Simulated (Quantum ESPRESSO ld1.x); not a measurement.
The mean radii <r> (bohr) of the occupied orbitals of an atom or ion are listed with their occupations. Method: scalar-relativistic Kohn-Sham, LDA (Slater exchange, Perdew-Wang correlation), spin-polarised, spherical densities, point nucleus; computed with ld1.x of Quantum ESPRESSO 7.5.

orbital  occ.      <r>
1s up       1  0.06070
1s down     1  0.06065
2s up       1   0.2559
2s down     1   0.2567
2p up       1   0.2197

Name the element and its charge. Open shells, if any, are filled with parallel spins first.

Answer. Z = 25, manganese, charge +20: Mn20+ in [He] 2s2 2p1. The 1s radius gives Z: for a bare nucleus <r> = (2 gamma + 1)/(2Z) with gamma = sqrt(1 - (Z/c)^2), 0.05933 bohr for Z = 25, and screening makes it slightly larger (0.06070 here). The occupations add up to 5, and the charge is Z minus that.
